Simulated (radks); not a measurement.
Isoelectronic series with 44 electrons, all held in the configuration [Kr] 4d7 5s1, which need not be the ground one along the series. All-electron calculation, non-relativistic Kohn-Sham, TPSS, spin-polarised, spherical densities, point nucleus; open shells are filled with parallel spins first (spin-orbit coupling, left out, can overturn this in heavy ions); meta-GGA in the generalised Kohn-Sham scheme. Program: a radial shooting solver on a logarithmic mesh with Libxc functionals. Total energies (hartree) and screening constants sigma, defined by e = -(Z - sigma)^2 / (2 n^2) hartree (* marks an orbital that is empty in some or all of the ions):

ion    E (hartree)  5s down*  4d down   5s up   4d up  4p down
Ru     -4443.49378    41.741   41.829  41.182  41.284   36.785
Rh+    -4687.51609    40.644   40.716  40.284  40.379   36.622
Pd2+   -4938.67102    39.973   40.040  39.680  39.771   36.410
Ag3+   -5196.92345    39.476   39.541  39.217  39.306   36.195
Cd4+   -5462.25072    39.078   39.143  38.842  38.931   35.992
In5+   -5734.63692    38.747   38.814  38.526  38.617   35.803
Sn6+   -6014.07016    38.464   38.535  38.256  38.349   35.629
Sb7+   -6300.54118    38.218   38.292  38.019  38.115   35.470
Te8+   -6594.04260    38.001   38.080  37.809  37.910   35.324
I9+    -6894.56835    37.808   37.890  37.622  37.726   35.189
Xe10+  -7202.11340    37.633   37.721  37.453  37.561   35.065
Cs11+   -7516.6735    37.475   37.567  37.299  37.412   34.950
Ba12+   -7838.2450    37.331   37.427  37.159  37.276   34.843
